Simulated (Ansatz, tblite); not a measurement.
Cost and result up the ladder for SnBrH3 (SnH₃Br) (5 atoms). Charge 0, multiplicity 1. Geometry: r2SCAN-D4/def2-TZVP.

```tsv
atom	x (Å)	y (Å)	z (Å)
Sn1	0.197	-0.016	-0.073
Br2	-2.130	0.178	0.788
H3	0.928	1.497	0.180
H4	0.066	-0.405	-1.722
H5	0.939	-1.253	0.827
```

Ansatz on 4 threads of Intel Xeon on a shared host; xTB runs through tblite on one thread. Times are rough, summed over both states, and most runs start from the orbitals of an earlier one. CCSD(T)/def2-TZVPP serves as the yardstick here, not as an exact answer. The other state is a doublet.

In the def2 sets Sn takes a core potential; there is no spin–orbit coupling. The xTB rows come from tblite. Correlated methods freeze 13 core orbitals; core or outer-core shells of Sn, Br are correlated, in sets that lack core-valence functions.

Run but left out: PBE-D4/def2-TZVP (charge +1 doublet: an occupied level 0.03 eV above an empty one).

Correlated methods converge slowly with the basis.

Raw xTB energies of ions are shifted by several eV.

```json
{"level": "GFN1-xTB", "functions": "24", "wall time": "0.017 s", "vertical IE (eV)": "15.50", "difference from CCSD(T)/def2-TZVPP (eV)": "5.01"}
{"level": "GFN2-xTB", "functions": "21", "wall time": "0.022 s", "vertical IE (eV)": "14.87", "difference from CCSD(T)/def2-TZVPP (eV)": "4.38"}
{"level": "r2SCAN-D4/def2-TZVP (with forces)", "functions": "116", "wall time": "38 s", "vertical IE (eV)": "10.35", "difference from CCSD(T)/def2-TZVPP (eV)": "-0.14"}
{"level": "CCSD(T)/def2-TZVPP", "functions": "140", "wall time": "5.2 min", "vertical IE (eV)": "10.48", "difference from CCSD(T)/def2-TZVPP (eV)": "0.00"}
```
